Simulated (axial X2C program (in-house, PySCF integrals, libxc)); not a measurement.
# Ω levels of HWH⁺ from open-shell CI on d3 s0 p(π)0

Computed with an axial X2C code built on PySCF integrals: two-component X2C with atomic mean-field Coulomb and Gaunt terms, basis H dyall-v3z, W dyall-v3z (cores contracted in-house). Orbitals come from Hartree–Fock averaged over the configuration W d3 s0 p(π)0; CI then distributes these electrons over the d, s, p(π) shells of W.

H–W–H held linear, both bonds 1.798 Å (near the minimum of the configuration average).

Active spinors (ω > 0):

```
shell    ω  ε (eV)         character
    d  3/2  -10.52          100% W d
    d  1/2  -10.24  63% W d, 29% W s
    d  5/2   -9.97          100% W d
    d  1/2   -9.67   88% W d, 7% W s
    d  3/2   -9.48           96% W d
    s  1/2   -1.97   89% W s, 6% W d
 p(π)  1/2   -4.46           96% W p
 p(π)  3/2   -4.16           97% W p
```

Lowest levels of this model:

```csv
Ω,energy (cm⁻¹),g∥,configuration
1/2,0,1.29,100% d3
3/2,1712,4.55,100% d3
1/2,2890,1.64,100% d3
3/2,3365,0.97,100% d3
5/2,4522,7.15,100% d3
1/2,5116,1.96,100% d3
3/2,5136,4.14,100% d3
5/2,5939,4.78,100% d3
1/2,6980,0.61,100% d3
7/2,7884,8.51,100% d3
3/2,8193,2.34,100% d3
5/2,9010,5.79,100% d3
7/2,9437,8.94,100% d3
9/2,10076,11.66,100% d3
5/2,12676,5.32,100% d3
9/2,13834,8.41,100% d3
7/2,14791,7.77,100% d3
11/2,16701,12.00,100% d3
7/2,18292,6.43,100% d3
9/2,19037,10.00,100% d3
9/2,24816,9.94,100% d3
```

g∥ is the magnitude of 2⟨Lz + ge Sz⟩ for the +Ω component.

(1) From Ω and g∥ of the lowest level, whose 2⟨Lz + ge Sz⟩ is positive, find ⟨Sz⟩ and ⟨Lz⟩ (ge = 2.0023).

Occupations of the active spinors in the lowest level by ω, shell by shell in order of energy: -5/2: 0.14; -3/2: 0.80 0.04 0.00; -1/2: 0.23 0.04 0.00 0.00; 1/2: 0.68 0.07 0.00 0.00; 3/2: 0.63 0.05 0.00; 5/2: 0.34. The leading determinant has weight 0.53 among 97.

This point took 0.93 s on 1 thread of Arm Neoverse V2 (shared host).

There is no dynamic correlation: spin–orbit spacings and, for f shells, spacings inside one term are the most reliable numbers, splittings between terms come out too wide, and energies between configurations are not reliable, so the lowest level need not be the ground state of the molecule. For d shells the ligand-field splittings (σ, π, δ) and their order can be off by a thousand cm⁻¹ or more. At most 4 roots were kept for each Ω > 0 (twice that for Ω = 0) within 3.2 eV of the lowest, so higher up levels can be missing between those listed; levels with Ω > 0 are doubly degenerate and listed once, Ω = 0 levels singly. Some active spinors are only partly of the character that their shell is named for, so the shell names and counts are nominal. States that fill the shells left empty in the average are placed too high. The molecule was held linear; bending was not examined.

## Answers

(1) Ω = ⟨Lz⟩ + ⟨Sz⟩ = 1/2 and ⟨Lz⟩ + ge⟨Sz⟩ = 0.645, so ⟨Sz⟩ = 0.14 and ⟨Lz⟩ = 0.36.
